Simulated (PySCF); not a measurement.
Compound: CH7BClNSi.
Atom-mapped SMILES: `[NH2:1][BH:2][CH2:3][SiH2:4][Cl:5]` (hydrogens: H6, H7 on N1; H8 on B2; H9, H10 on C3; H11, H12 on Si4)

Cartesian coordinates in Å at the PBE0-D3(BJ)/def2-SVP level; atoms count from 1:
```xyz
12
CH7BClNSi angstrom
N     -1.991    0.067    0.013
B     -0.877   -0.054   -0.815
C      0.430   -0.796   -0.335
Si     1.516    0.341    0.669
Cl     1.864    2.101   -0.380
H     -2.826    0.565   -0.265
H     -2.042   -0.316    0.949
H     -0.938    0.457   -1.911
H      1.021   -1.168   -1.187
H      0.205   -1.651    0.329
H      2.847   -0.260    0.972
H      0.847    0.712    1.950
```

The closed-shell ground state was solved at several levels (PySCF, density fitting, gas phase, non-relativistic).

```json
{"level": "PBE0/def2-TZVP", "basis functions": "209", "HOMO (eV)": "-8.19", "LUMO (eV)": "0.14", "gap (eV)": "8.33", "dipole (D)": "2.92"}
{"level": "PBE0/aug-cc-pVDZ", "basis functions": "186", "HOMO (eV)": "-8.21", "LUMO (eV)": "-0.28", "gap (eV)": "7.93", "dipole (D)": "2.98"}
{"level": "PBE0/def2-TZVPD", "basis functions": "263", "HOMO (eV)": "-8.22", "LUMO (eV)": "-0.07", "gap (eV)": "8.15", "dipole (D)": "2.90"}
```

Task: Estimate the row for PBE0/6-31+G*, a basis of 112 functions; the other rows only guide the guess.

Result: HOMO -8.21 eV, LUMO -0.12 eV, gap 8.09 eV, dipole 3.27 D.

Task: Over all these levels, which gives the widest orbital gap and which the narrowest?

Result: PBE0/def2-TZVP has the widest, 8.33 eV, and PBE0/aug-cc-pVDZ the narrowest, 7.93 eV. From the narrowest to the widest the HOMO moves by +0.02 eV and the LUMO by +0.42 eV.

Task: How much does the basis alone move the frontier levels among the 4 PBE0 rows (the withheld one included)?

Result: The HOMO by 0.03 eV and the LUMO by 0.42 eV. By rising basis size (HOMO, LUMO in eV): 6-31+G* -8.21, -0.12; aug-cc-pVDZ -8.21, -0.28; def2-TZVP -8.19, 0.14; def2-TZVPD -8.22, -0.07.

Task: How far do the dipole and the HOMO energy spread over the levels?

Result: The dipole runs from 2.90 to 3.27 D (mean 3.02 D) and the HOMO from -8.22 to -8.19 eV.

One conformer stands for the species.
